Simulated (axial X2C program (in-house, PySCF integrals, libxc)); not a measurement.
**Curves of NdOH from open-shell CI on f4 s1**

Calculated with an in-house all-electron X2C program for linear molecules (integrals from PySCF): two-component X2C with atomic mean-field Coulomb and Gaunt terms, basis Nd dyall-v3z, O dyall-av3z, H dyall-v3z (cores contracted in-house). Orbitals come from Hartree–Fock averaged over the configuration Nd f4 s1; CI then distributes these electrons over the f, s shells of Nd.

Scan along the Nd–O bond with OH moving as one mass, its bond held at 0.950 Å; masses Nd 141.908 u, O 15.995 u, H 1.008 u. Energies in cm⁻¹ from the lowest point; levels are followed by energy order within each Ω. Lowest level at 2.161 Å: 100% f4 s1.

```csv
R (Å),(1)Ω=1/2,(1)Ω=3/2,(1)Ω=5/2,(1)Ω=7/2,(2)Ω=1/2,(2)Ω=3/2,(2)Ω=5/2,(2)Ω=7/2,(1)Ω=9/2
2.010,1950,1945,1995,2062,2478,2491,2515,2534,2603
2.085,512,525,590,690,1048,1066,1101,1144,1228
2.161,0,25,100,222,542,563,607,667,759
2.247,265,299,380,517,811,835,884,957,1053
2.334,1178,1217,1302,1447,1728,1752,1804,1885,1983
2.431,2704,2746,2833,2981,3256,3281,3335,3419,3517
2.550,5012,5054,5140,5287,5566,5591,5644,5728,5824
```

Problem. Fit the curves (1)Ω=1/2, (1)Ω=3/2, (1)Ω=5/2, (1)Ω=7/2, (2)Ω=1/2, (2)Ω=3/2, (2)Ω=5/2, (2)Ω=7/2, (1)Ω=9/2 near their minima.

Solution. From the open-shell CI curves, Te from the lowest:

| level | Te (cm⁻¹) | Re (Å) | ωe (cm⁻¹) |
| --- | --- | --- | --- |
| (1)Ω=1/2 | 0 | 2.174 | 506.3 |
| (1)Ω=3/2 | 27 | 2.173 | 505.9 |
| (1)Ω=5/2 | 103 | 2.173 | 505.5 |
| (1)Ω=7/2 | 227 | 2.171 | 504.4 |
| (2)Ω=1/2 | 543 | 2.174 | 506.3 |
| (2)Ω=3/2 | 564 | 2.174 | 506.1 |
| (2)Ω=5/2 | 609 | 2.173 | 505.8 |
| (2)Ω=7/2 | 671 | 2.171 | 505.3 |
| (1)Ω=9/2 | 764 | 2.171 | 504.5 |

Without dynamic correlation distances can be off by several hundredths of an Å (long for ionic bonds, short for multiple bonds) and the wavenumbers are rough.

The 9 lowest curves are shown; the next is (3)Ω=1/2, from 1433 cm⁻¹.

There is no dynamic correlation: spin–orbit spacings and, for f shells, spacings inside one term are the most reliable numbers, splittings between terms come out too wide, and energies between configurations are not reliable, so the lowest level need not be the ground state of the molecule. At most 4 roots were kept for each Ω > 0 (twice that for Ω = 0) within 2.2 eV of the lowest, so higher up levels can be missing between those listed; levels with Ω > 0 are doubly degenerate and listed once, Ω = 0 levels singly. The molecule was held linear; bending was not examined.
